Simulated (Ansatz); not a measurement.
Consider the substitution at a C–C bond: `CC(C)Br` + `[SiH3][SiH2]S` → `CS[SiH2][SiH3]` + `CCBr`.

Isolated molecules relaxed with PBE0-D4/def2-TZVP in Ansatz; ΔE leaves out vibrations. CBS: MP2 limit from def2 TZ/QZ plus the TZ coupled-cluster correction, frozen cores. Functionals use def2-TZVPP. B3LYP here is the variant with VWN-RPA as its local correlation; programs differ in this. For Br outer-core shells are correlated without core-valence functions, which leaves a few kJ/mol of doubt a bond. Scalar relativity is left out up to krypton. One conformer a species, not always the lowest.

`CC(C)Br`:

Z-matrix (Å, degrees):
```
C
C 1 1.509
H 1 1.090 2 111.6
H 1 1.092 2 110.9 3 121.0
H 1 1.095 2 109.2 3 -119.8
C 2 1.509 1 113.6 3 -179.7
Br 2 1.969 1 109.2 3 -57.6
H 2 1.090 1 110.7 3 55.1
H 6 1.092 2 110.9 1 58.7
H 6 1.095 2 109.2 1 -60.5
H 6 1.090 2 111.6 1 179.7
```

`[SiH3][SiH2]S`:

Z-matrix (Å, degrees):
```
Si
Si 1 2.338
H 1 1.487 2 109.5
H 1 1.486 2 110.0 3 119.9
H 1 1.486 2 110.0 3 -119.8
S 2 2.143 1 106.2 3 -179.6
H 2 1.488 1 110.6 3 60.1
H 2 1.488 1 110.6 3 -59.3
H 6 1.344 2 95.4 1 -179.6
```

`CS[SiH2][SiH3]`:

Cartesian coordinates in Å:
```
C 0.702 -2.457 -0.299
S -0.078 -1.009 -1.069
Si 0.076 0.391 0.528
Si -0.880 2.392 -0.214
H 0.147 -2.775 0.584
H 1.738 -2.247 -0.032
H 0.682 -3.257 -1.038
H -0.631 -0.118 1.738
H 1.503 0.594 0.909
H -0.157 2.894 -1.412
H -2.310 2.181 -0.561
H -0.792 3.413 0.865
```

`CCBr`:

Z-matrix (Å, degrees):
```
C
C 1 1.506
H 1 1.091 2 111.3
H 1 1.095 2 109.4 3 119.6
H 1 1.091 2 111.3 3 -120.9
Br 2 1.950 1 111.6 3 60.4
H 2 1.088 1 112.5 3 178.6
H 2 1.088 1 112.5 3 -57.7
```

```json
{"level": "PBE-D4", "ΔE (kJ/mol)": "16.8", "difference from CCSD(T)/CBS": "-6.4"}
{"level": "r2SCAN-D4", "ΔE (kJ/mol)": "20.4", "difference from CCSD(T)/CBS": "-2.8"}
{"level": "PBE0-D4", "ΔE (kJ/mol)": "18.8", "difference from CCSD(T)/CBS": "-4.4"}
{"level": "B3LYP-D4", "ΔE (kJ/mol)": "17.8", "difference from CCSD(T)/CBS": "-5.4"}
{"level": "ωB97X-V", "ΔE (kJ/mol)": "20.7", "difference from CCSD(T)/CBS": "-2.5"}
{"level": "ωB97M-V", "ΔE (kJ/mol)": "21.5", "difference from CCSD(T)/CBS": "-1.7"}
{"level": "B2PLYP", "ΔE (kJ/mol)": "19.6", "difference from CCSD(T)/CBS": "-3.6"}
{"level": "PBE", "ΔE (kJ/mol)": "16.1", "difference from CCSD(T)/CBS": "-7.1"}
{"level": "r2SCAN", "ΔE (kJ/mol)": "20.3", "difference from CCSD(T)/CBS": "-2.9"}
{"level": "PBE0", "ΔE (kJ/mol)": "18.3", "difference from CCSD(T)/CBS": "-4.9"}
{"level": "B3LYP", "ΔE (kJ/mol)": "16.8", "difference from CCSD(T)/CBS": "-6.4"}
{"level": "HF/def2-TZVPP", "ΔE (kJ/mol)": "19.7", "difference from CCSD(T)/CBS": "-3.5"}
{"level": "MP2/def2-TZVPP", "ΔE (kJ/mol)": "24.8", "difference from CCSD(T)/CBS": "1.6"}
{"level": "SCS-MP2/def2-TZVPP", "ΔE (kJ/mol)": "23.1", "difference from CCSD(T)/CBS": "-0.1"}
{"level": "CCSD/def2-TZVPP", "ΔE (kJ/mol)": "25.0", "difference from CCSD(T)/CBS": "1.8"}
{"level": "CCSD(T)/def2-TZVPP", "ΔE (kJ/mol)": "24.6", "difference from CCSD(T)/CBS": "1.4"}
{"level": "HF/def2-QZVPP", "ΔE (kJ/mol)": "19.4", "difference from CCSD(T)/CBS": "-3.8"}
{"level": "MP2/def2-QZVPP", "ΔE (kJ/mol)": "23.9", "difference from CCSD(T)/CBS": "0.7"}
{"level": "SCS-MP2/def2-QZVPP", "ΔE (kJ/mol)": "22.1", "difference from CCSD(T)/CBS": "-1.1"}
{"level": "HF/CBS(def2)", "ΔE (kJ/mol)": "19.3", "difference from CCSD(T)/CBS": "-3.9"}
{"level": "MP2/CBS(def2)", "ΔE (kJ/mol)": "23.4", "difference from CCSD(T)/CBS": "0.2"}
{"level": "CCSD/CBS(def2)", "ΔE (kJ/mol)": "23.5", "difference from CCSD(T)/CBS": "0.3"}
{"level": "CCSD(T)/CBS", "ΔE (kJ/mol)": "23.2", "difference from CCSD(T)/CBS": "0"}
```

Largest T1 diagnostic among the species: 0.012.

In def2-TZVPP, CCSD(T) changes the Hartree–Fock value by +4.9 kJ/mol (the triples alone add −0.3 kJ/mol) and MP2 by +5.1 kJ/mol.
